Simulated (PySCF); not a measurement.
PySCF input file for C5H7F, SMILES CC1=C(F)CC1, PBE0/pcSseg-1. Geometry optimised at PBE0-D3(BJ)/def2-SVP. The structure was generated by enumeration, and PubChem lists no compound with its InChIKey, so it may never have been made.

```python
import numpy as np
from pyscf import gto, scf, dft
from pyscf.prop.nmr import rks as nmr

mol = gto.M(
    atom='''
    C    -0.37359382    2.05142964   -0.00000000
    C     0.12126232    0.65645618    0.00000000
    C    -0.42019684   -0.56816164    0.00000000
    F    -1.66966117   -1.00416530   -0.00000000
    C     0.85181053   -1.34916038    0.00000000
    C     1.51875000    0.06214320   -0.00000000
    H    -0.01504268    2.60218651    0.88568933
    H    -1.47241331    2.08122663    0.00000000
    H    -0.01504268    2.60218651   -0.88568933
    H     1.04750166   -1.95865894    0.89708699
    H     1.04750166   -1.95865893   -0.89708700
    H     2.12312634    0.27648196   -0.89702446
    H     2.12312634    0.27648196    0.89702446
    ''',
    basis='pcSseg-1',
    charge=0,
    spin=0,
    max_memory=1600,
    verbose=3,
)
mf = dft.RKS(mol, xc='pbe0')
mf.grids.level = 3
mf.conv_tol = 1e-10
mf.max_cycle = 100
mf.kernel()
n = nmr.NMR(mf)
n.verbose = 2
n.max_cycle_cphf = 60
sigma = n.kernel()
print('atom   isotropic/ppm   span/ppm')
for i, s in enumerate(sigma):
    w = np.linalg.eigvalsh((s + s.T) / 2)
    print(f'{mol.atom_symbol(i):2s}{i + 1:3d} {w.mean():14.3f} {w[2] - w[0]:11.3f}')
```

Log of the run:

```
converged SCF energy = -294.174154748407
atom   isotropic/ppm   span/ppm
C   1        171.789      32.201
C   2         66.305     151.057
C   3         31.051     138.318
F   4        266.689     198.511
C   5        151.773      23.734
C   6        160.550      32.863
H   7         29.766      10.792
H   8         29.137       9.640
H   9         29.766      10.792
H  10         28.661       8.645
H  11         28.661       8.645
H  12         29.357       9.051
H  13         29.357       9.051
```

The calculation finished and met its thresholds.
